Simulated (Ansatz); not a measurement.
Scan of F2S, singlet: map of symmetric stretch and bend. Scanned: S-F bond length and F-S-F angle.

Computed with MP2 on RHF/aug-cc-pVTZ, frozen core in Ansatz (an electronic-structure program).

Energy in kcal/mol above the lowest grid point; x is the S-F bond length (Å), y the F-S-F angle (°).

| y \ x | 1.36 | 1.46 | 1.54 | 1.62 | 1.70 | 1.78 | 1.86 | 1.94 | 2.02 | 2.10 | 2.16 |
|---|---|---|---|---|---|---|---|---|---|---|---|
| 180 | 160.7 | 97.8 | 71.6 | 59.6 | 57.6 | 62.6 | 72.3 | 85.1 | 99.7 | 115.2 | 127.0 |
| 173.95 | 159.5 | 96.7 | 70.5 | 58.7 | 56.7 | 61.7 | 71.4 | 84.2 | 98.7 | 114.0 | 125.6 |
| 165.32 | 153.5 | 91.3 | 65.6 | 54.2 | 52.6 | 57.8 | 67.6 | 80.3 | 94.6 | 109.5 | 120.7 |
| 156.68 | 142.9 | 82.0 | 57.4 | 46.9 | 46.0 | 51.8 | 61.9 | 74.8 | 89.1 | 103.9 | 115.0 |
| 148.04 | 129.3 | 70.3 | 47.1 | 37.9 | 38.1 | 44.7 | 55.5 | 68.7 | 83.4 | 98.4 | 109.6 |
| 139.41 | 114.8 | 57.7 | 36.2 | 28.4 | 29.9 | 37.5 | 49.0 | 62.9 | 78.0 | 93.3 | 104.7 |
| 130.77 | 100.8 | 45.7 | 25.7 | 19.3 | 22.0 | 30.7 | 43.0 | 57.6 | 73.2 | 89.0 | 100.6 |
| 122.14 | 88.6 | 35.1 | 16.4 | 11.3 | 15.2 | 24.8 | 38.0 | 53.1 | 69.2 | 85.4 | 97.3 |
| 113.50 | 79.2 | 26.7 | 9.1 | 5.0 | 9.8 | 20.2 | 34.0 | 49.8 | 66.3 | 82.8 | 94.9 |
| 104.86 | 73.7 | 21.6 | 4.5 | 1.0 | 6.4 | 17.3 | 31.6 | 47.7 | 64.5 | 81.3 | 93.5 |
| 96.23 | 74.3 | 21.0 | 3.5 | 0.0 | 5.5 | 16.6 | 31.1 | 47.3 | 64.2 | 81.0 | 93.2 |
| 85 | 89.6 | 31.0 | 10.8 | 5.5 | 9.8 | 20.1 | 34.0 | 49.8 | 66.3 | 82.8 | 94.8 |

Points that lie below all their neighbours on the grid: x = 1.62, y = 96.23 (0.0 kcal/mol).
